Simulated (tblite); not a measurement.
Computed values, GFN2-xTB/tblite, gas phase, harmonic and unscaled. This tight-binding method is rough: wavenumbers can miss measured ones by several per cent, in bad cases by 10 to 20. One conformer each. Open shells enter through the occupations alone, without spin polarisation, and single modes of such species can be off by tens of per cent. Thermal functions are those of the rigid rotor and harmonic oscillator, without mixing of conformers.

Problem. Order these by their ideal-gas entropy at 200 K and 1 bar, highest first (J/(mol K)).
A. `O=C[C](F)[C@H]1C[C@H](F)C1` [radical]
B. `F[C]1SCCS1` [radical]
C. `c1(/C=N\[CH2])[nH]cnn1` [radical]
D. `[C]1C[C@@H]([S@@](C=1CF)=O)F` [radical]
E. `c1ccccc1`

Solution. D (364.5), A (352.7), C (312.4), B (306.6), E (243.8).

```csv
SMILES,atoms,mass (u),symmetry number,modes under 300 cm⁻¹,ZPE (kJ/mol),S translation (J/(mol K)),S rotation,S vibration,S spin,S,Cp
O=[S@@]1C(CF)=[C]C[C@@H]1F,14,151.00,1,6,235.2,163.1,118.1,77.5,5.8,364.5,112.6
O=C[C](F)[C@H]1C[C@H](F)C1,16,133.05,1,5,307.5,161.6,116.8,68.6,5.8,352.7,103.3
[CH2]/N=C\c1nnc[nH]1,13,109.05,1,4,241.8,159.1,111.1,36.4,5.8,312.4,83.0
F[C]1SCCS1,10,122.97,1,2,167.8,160.6,110.6,29.7,5.8,306.6,75.9
c1ccccc1,12,78.05,12,0,256.1,154.9,81.5,7.4,0.0,243.8,54.6
```

Entropies and Cp are for 200 K and 1 bar.
